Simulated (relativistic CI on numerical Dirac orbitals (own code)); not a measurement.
**How well does a small relativistic CI reproduce Xe3+?**

Computed by Dirac-Coulomb-Breit CI, KLI orbitals optimised for each configuration, a model potential for QED, valence Slater integrals scaled by 0.85, P86 correlation energy added to each configuration (own radial code, finite nucleus).

Configuration list (outside the closed core [Kr] 4d10): 5s2 5p3, 5s 5p4, 5s2 5p2 5d, 5p5, 5s2 5p2 5f, 5s 5p3 5d, 5s2 5p2 6s, 5s2 5p2 5g, 5s2 5p2 6p, 5s2 5p2 4f, 5s 5p3 5f, 5s2 5p2 6d, 5s2 5p2 7s, 5s 5p3 5g, 5s2 5p2 7p, 5s2 5p 4f 5d, 5s2 5p2 7d, 5s2 5p2 8s, 5s2 5p2 6f, 5s 5p3 6s, 5s2 5p2 8p, 5s 5p3 6p, 5p4 5d, 5s 5p3 4f, 5s 5p2 5d2, 5s 5p2 6s2, 5s2 5p 5d 5f, 5s2 5p 5d2, 5s2 5d3, 5s2 5d2 5f, 5s 5p 5d3, 5s2 5d2 6s, 5s2 5d2 5g, 5s2 5p 4f2, 5s2 4f2 5d, 5s2 4f2 5f, 5s 5p 4f2 5d, 5s2 4f2 6s, 5s2 4f2 5g, 5p3 5d2, 5p2 5d3, 5p2 5d2 5f, 5p2 5d2 6s, 5p2 5d2 5g, 5s2 5p 5f2, 5s2 5d 5f2, 5s2 5f3, 5s 5p 5d 5f2, 5s2 5f2 6s, 5s2 5f2 5g. Double excitations out of closed p, d and f shells are left out; levels of such configurations are missing from the list, as are those of other unlisted configurations, and high levels can miss mixing partners. These lack a partner that the ground configuration has and come out too high: 5s2 5p2 6p, 5s2 5p2 4f, 5s 5p3 5f, 5s2 5p2 6d, 5s2 5p2 7s.

```tsv
Configuration	Term (tabulated)	J	Measured (cm⁻¹)	Computed	Error	Purity (%)
5s2 5p3	4S°	3/2	0.0	0	0	82
5s2 5p3	2D°	3/2	13267.0	13163	-104	72
5s2 5p3	2D°	5/2	17510.7	17430	-81	97
5s2 5p3	2P°	1/2	28036.4	27212	-824	97
5s2 5p3	2P°	3/2	35649.6	34723	-926	70
5s 5p4	4P	5/2	99663.8	99396	-267	83
5s 5p4	4P	3/2	106923.2	106359	-565	83
5s 5p4	4P	1/2	109254.4	108645	-610	81
5s 5p4	2D	3/2	121928.9	122509	580	57
5s 5p4	2D	5/2	125474.7	125788	313	66
5s2 5p2 5d	4F	5/2	136495.9	137447	951	65
5s2 5p2 5d	4F	7/2	141624.8	142438	814	77
5s2 5p2 5d	2F	5/2	141824.4	142837	1012	68
5s2 5p2 5d	4D	1/2	145105.7	145609	504	69
5s2 5p2 5d	4F	9/2	145991.1	146885	894	82
5s2 5p2 5d	4D	3/2	146206.5	146825	619	78
5s2 5p2 6s	4P	1/2	157205.0	164507	7302	67
5s2 5p2 5d	4P	5/2	159642.8	162306	2663	72
5s2 5p2 5d	2G	7/2	160665.1	161833	1168	71
5s2 5p2 5d	4P	1/2	162866.5	165789	2922	57
5s2 5p2 5d	2G	9/2	163463.1	164312	849	82
5s2 5p2 6s	4P	3/2	165280.0	173064	7784	88
5s2 5p2 5d	2D	5/2	169001.5	171835	2833	62
5s2 5p2 4f	4G°	5/2	180151.5	190629	10477	65
5s2 5p2 6s	2D	5/2	186048.6	194565	8516	69
5s2 5p2 4f	4G°	9/2	188251.8	198576	10324	78
5s2 5p2 4f	2G°	7/2	189842.1	200185	10343	59
5s2 5p2 4f	4D°	1/2	196654.7	206441	9787	85
5s2 5p2 6p	4D°	5/2	198943.1	207431	8488	67
5s2 5p2 6p	4P°	1/2	200899.4	209016	8116	74
5s2 5p2 6s	2S	1/2	202054.6	208719	6664	85
```

Measured levels from Saloman, J. Phys. Chem. Ref. Data 33, 765 (2004); pairs were made by configuration, J and term (by order where the table uses no LS term), so strongly mixed levels may be paired wrongly.

Mean error by configuration (cm⁻¹): 5s2 5p3 -484; 5s 5p4 -110; 5s2 5p2 5d 1385; 5s2 5p2 6s 7566; 5s2 5p2 4f 10233; 5s2 5p2 6p 8302. Over the excited levels the mean absolute error is 3577 cm⁻¹ (30 of the 69 excited levels that our extract of the source holds in range could be paired, and the others can miss by more), and the median relative error of those above 1,000 cm⁻¹ is 1.2 %.
